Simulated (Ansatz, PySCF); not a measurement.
Ta (SMILES [Ta]), quartet (core potentials on Ta). Base run: PBE/def2-SVPD (PySCF).

PySCF was given this input:
```python
from pyscf import gto, scf, dft

mol = gto.M(
    atom='''
Ta    0.000000    0.000000    0.000000
''',
    basis='def2-svpd',
    ecp={'Ta': 'def2-svpd'},
    charge=0,
    spin=3,
    verbose=4,
)

mf = dft.UKS(mol)
mf.xc = 'pbe'
mf.kernel()
```

The same geometry, method and basis name were run in Ansatz (a first-principles code) and PySCF, at each program's defaults and at the settings that a row names. The base is PySCF at its defaults. Differences at the defaults can come from grids, fitting, cores and function types together.

```
code and settings                                                               ΔE vs base (mEh)  basis functions     E (Eh)  SCF cycles
------------------------------------------------------------------------------  ----------------  ---------------  ---------  ----------
PySCF, defaults (exact integrals, its default grid, spherical functions)                   0.000               35  -56.85249          17
Ansatz, defaults (factorised integrals, its default grid, spherical functions)             0.000               35  -56.85249           -
PySCF, density fitting with def2-universal-jkfit                                          -0.007               35  -56.85250          18
PySCF, fine grid                                                                           0.000               35  -56.85249          15
Ansatz, high accuracy                                                                      0.000               35  -56.85249           -
```

Open shells are given as the SCF converged; they aren't shown to be the lowest states, and a large step between rows can be another state.
